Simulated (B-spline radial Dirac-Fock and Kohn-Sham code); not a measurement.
# Auger decay of the 3d5/2 hole in Hf⁺

System: hafnium as Hf⁺, configuration [Xe] 4f14 5d1 6s2.

Input of the calculation (task.json; shells as n, l, electrons):

```json
{"items": [{
  "Z": 72,
  "q": 1,
  "cfg": [[1, 0, 2], [2, 0, 2], [2, 1, 6], [3, 0, 2], [3, 1, 6], [3, 2, 10], [4, 0, 2], [4, 1, 6], [4, 2, 10], [4, 3, 14], [5, 0, 2], [5, 1, 6], [5, 2, 1], [6, 0, 2]],
  "A": 180,
  "rrms": 5.347,
  "do": ["binding", "quiet", "decay"],
  "holes": ["K", "L1", "L2", "L3", "M1", "M2", "M3", "M4", "M5", "N1", "N2", "N3", "N4", "N5", "N6", "N7"]
}]}
```

Launch: `python xray_run.py task.json out`

The computed values come from a radial atomic solver: independent-particle radiative and Coulomb Auger rates from relativistic LDA hole-state orbitals, with Dirac-Fock energies. Kinetic energies are configuration averages from the vacuum level; the two-hole energies are estimated from single-hole states.

| transition | kinetic energy (eV) | width (meV) | share (%) |
| --- | --- | --- | --- |
| M5-N2N3 | 789.9 | 12.5 | 0.8 |
| M5-N1N5 | 863.8 | 83.0 | 5.0 |
| M5-N2N5 | 960.5 | 83.7 | 5.1 |
| M5-N3N5 | 1021.5 | 130 | 7.9 |
| M5-N1N7 | 1065.3 | 28.2 | 1.7 |
| M5-N2N7 | 1162.7 | 14.2 | 0.9 |
| M5-N4N5 | 1179.8 | 176 | 10.7 |
| M5-N5N5 | 1190.9 | 198 | 12.0 |
| M5-N5O1 | 1342.7 | 12.4 | 0.8 |
| M5-N5O2 | 1374.5 | 11.6 | 0.7 |
| M5-N4N7 | 1382.0 | 71.6 | 4.4 |
| M5-N5O3 | 1383.2 | 17.8 | 1.1 |
| M5-N5N6 | 1391.1 | 118 | 7.2 |
| M5-N5N7 | 1394.4 | 183 | 11.1 |
| M5-N6N7 | 1593.1 | 240 | 14.6 |
| M5-N7N7 | 1595.3 | 164 | 9.9 |

The listed channels hold 94 % of the non-radiative rate. Summed by principal shells, of 1.65 eV in all: MNN 95.7 %, MNO 4.1 %.
